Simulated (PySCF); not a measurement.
# PBE0 on Sn²⁺ (tin, charge +2)

Configuration: [Kr] 4d10 5s1 5d1, high-spin 3D determinant (an excited configuration). Calculation: PySCF 2.14, in aug-cc-pVDZ-PP with ECP28MDF (5s4p3d, 32 functions); a scalar-relativistic core potential.

```json
{
  "Total energy": "-212.8376 hartree",
  "One-electron energy": "-358.7934 hartree",
  "Hartree (Coulomb) energy": "163.3874 hartree",
  "Exchange-correlation energy": "-17.4316 hartree",
  "⟨S²⟩": "2.0002",
  "⟨L²⟩": "6.000",
  "Sum of ⟨r⟩": "24.01 bohr",
  "Sum of ⟨r²⟩": "43.02 bohr²",
  "Traceless quadrupole moment −½Σ⟨3z² − r²⟩ along its main axis": "4.89 e·bohr²"
}
```

```
shell  electrons  mean orbital energy (eV)  spread (eV)  rms radius, mean of both spins (bohr)
 4s α          1                   -162.20            0                                  0.877
 4s β          1                   -161.93            0                                  0.877
 4p α          3                   -116.78        0.144                                  0.951
 4p β          3                   -116.56        0.199                                  0.951
 4d α          5                   -50.290        0.188                                   1.17
 4d β          5                   -49.936        0.262                                   1.17
 5s α          1                   -30.473            0                                   2.31
 5d α          1                   -11.676            0                                   4.14
```

Energies and moments cover only the electrons outside the core potential. The outer electron is Rydberg-like, and this basis confines it to a smaller radius and binds it less than a complete one would.
